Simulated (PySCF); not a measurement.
Compound: C₇H₁₂N₂.
Structure used (GFN2-xTB), in Å, numbered top down from 1:
```
atom  x, y, z in Å
C1    -2.4105   -1.1599    0.2042
C2    -1.6870   -0.3028   -0.8335
N3    -0.3284   -0.0392   -0.4468
N4     0.6413   -0.8750   -0.8268
C5     1.7618   -0.4191   -0.2952
C6     3.0669   -1.0999   -0.5096
C7     1.5033    0.7438    0.4522
C8     0.1468    0.9577    0.3368
C9    -0.7090    2.0382    0.8927
H10   -1.8780   -2.0978    0.3394
H11   -3.4226   -1.3742   -0.1281
H12   -2.4587   -0.6484    1.1627
H13   -1.6484   -0.8351   -1.7870
H14   -2.2092    0.6474   -0.9758
H15    3.4751   -1.4457    0.4394
H16    2.9275   -1.9524   -1.1681
H17    3.7848   -0.4141   -0.9577
H18    2.2097    1.3395    0.9939
H19   -1.4794    1.6333    1.5487
H20   -0.0941    2.7273    1.4650
H21   -1.2007    2.5934    0.0931
```

Probes without a nucleus sit at each ring's centroid and 1 Å off its mean plane on both sides; NICS is minus the shielding there, NICSzz its component along the normal. Level: GIAO PBE0/pcSseg-1 (PySCF, non-relativistic, gas phase) on the GFN2-xTB geometry, one conformer.

Ring bond lengths (Å), with Mayer bond orders in brackets: N3–N4 1.335 (1.20), N4–C5 1.321 (1.53), C5–C7 1.406 (1.29), C7–C8 1.378 (1.41), C8–N3 1.354 (1.07).

Task: Give the NICS values of each ring in ppm.

Result: 
| ring | type | NICS(0) | NICS(1), two faces | NICS(1)zz, two faces | rms pucker (Å) | centre to ring atoms, mean (Å) |
| --- | --- | --- | --- | --- | --- | --- |
| N3–N4–C5–C7–C8 | 5-membered ring with 2 N; formal bonds all aromatic | -11.9 | -11.0 / -11.1 | -26.7 / -27.6 | 0.00 | 1.16 |

Task: What do they say, and how far can they be read as aromaticity?

Result: 
- N3–N4–C5–C7–C8: mean NICS(1)zz -27.1 ppm, shielded. The ring is flat and has no four-coordinate atom; by the NICS criterion it is aromatic.

Task: And the bond-length index? HOMA takes Krygowski's 1993 parameters.

Result: 
- N3–N4–C5–C7–C8: HOMA 0.95; the largest term is that of N3–N4, α(R − Ropt)² = 0.09. The geometric and the magnetic index point the same way.

Task: What is the mean of the two in-plane components of NICS at the first NICS(1) probe listed for ring N3–N4–C5–C7–C8, 1 Å off the ring?

Result: The isotropic value is a third of the trace: (3 × -11.0 − (-26.7))/2 = -3.2 ppm.

Task: Give the inner angles of the rings and the Hirshfeld charges of the ring atoms.

Result: 
- N3–N4–C5–C7–C8: N3 111.8° (+0.035 e), N4 106.6° (-0.160 e), C5 110.1° (+0.022 e), C7 105.4° (-0.122 e), C8 106.2° (+0.032 e); sum 540.0° against 540° for a flat convex ring.

Task: What are the shieldings of the ring atoms and their hydrogens in the same run (means over atoms taken as equivalent)?

Result: 
```
atoms                  environment  σ isotropic (ppm)  principal values of the symmetric part, first atom (ppm)
   N3        pyrrole-type nitrogen               35.7                                        -65.8, 51.7, 121.2
   N4       pyridine-type nitrogen              -73.1                                      -265.8, -75.9, 122.4
   C5  substituted aromatic carbon               36.5                                        -44.8, 22.7, 131.6
   C7           aromatic CH carbon               75.8                                          5.2, 81.5, 140.6
   C8  substituted aromatic carbon               45.9                                        -25.2, 34.0, 128.8
  H18            aromatic hydrogen              25.76                                          22.9, 26.1, 28.3
```
